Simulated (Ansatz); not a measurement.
Species: C6H7, net charge 0, doublet state. It need not be the lowest isomer of its formula. 
Coordinates optimised at B3LYP-D3(BJ)/def2-TZVP (Ansatz, a quantum-chemistry and plane-wave program):
SMILES: C1=CCC([CH2])=C1
```xyz
13

C     -2.1190    -0.1761    -0.2411
C     -0.7739    -0.0943    -0.0852
C      0.1405    -1.1604     0.1287
C      1.4548    -0.6495     0.2396
C      1.4512     0.7116     0.1083
C      0.0448     1.1887    -0.1089
H     -2.7260     0.7053    -0.3997
H     -2.6279    -1.1305    -0.2113
H     -0.1372    -2.2022     0.1951
H      2.3349    -1.2553     0.4050
H      2.3128     1.3603     0.1508
H     -0.0678     1.7179    -1.0608
H     -0.2788     1.8845     0.6722
```
Charge 0, spin multiplicity 2.

Basis-set convergence of Hartree-Fock and MP2 correlation energies (hartree) with Ansatz. Valence correlation only, unless marked. Open shells are spin-unrestricted. Spin-orbit coupling is left out. No relativistic terms.

The UHF reference is spin-contaminated (<S^2> 0.40 over the pure value in the largest basis). 

| basis | functions | E(HF) | E(corr, MP2) |
|---|---|---|---|
| cc-pVDZ | 119 | -231.26059 | -0.74155 |
| cc-pVTZ | 278 | -231.31906 | -0.90953 |
| cc-pVQZ | 540 | -231.33332 | -0.96846 |

Extrapolating the two largest sets (X = 3 and 4) as X^-3: E(corr) = (64·(-0.96846) - 27·(-0.90953))/37 = -1.0115 Eh, an estimate of the basis-set limit. The largest set recovers 95.7 % of it, the smallest 73.3 %.
